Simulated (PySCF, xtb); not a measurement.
C₄H₁₀N, SMILES [CH2]CNCC, multiplicity 2. One conformer was computed; it need not be the lowest.

Harmonic wavenumbers (cm⁻¹) from GFN2-xTB (xtb) at its own minimum, in rising order: 52, 92, 180, 222, 287, 317, 444, 584, 773, 801, 838, 916, 1021, 1044, 1096, 1105, 1140, 1176, 1234, 1268, 1293, 1334, 1390, 1406, 1408, 1466, 1490, 1491, 1500, 2834, 2947, 2951, 2956, 3030, 3042, 3051, 3118, 3155, 3349.

Question: What does PySCF with PBE-D3(BJ)/def2-SVP give at its own minimum? (An estimate is asked for; the answer gives what the named calculation found.)

Answer: 83, 106, 136, 256, 272, 353, 456, 501, 733, 753, 791, 903, 971, 1041, 1060, 1098, 1103, 1152, 1215, 1260, 1301, 1318, 1353, 1374, 1389, 1407, 1424, 1436, 1450, 2841, 2881, 2964, 2965, 2969, 3053, 3074, 3075, 3187, 3410. Paired by order, the mean absolute difference is 33 cm⁻¹ and the zero-point energies are 82.6 and 81.6 kcal/mol.
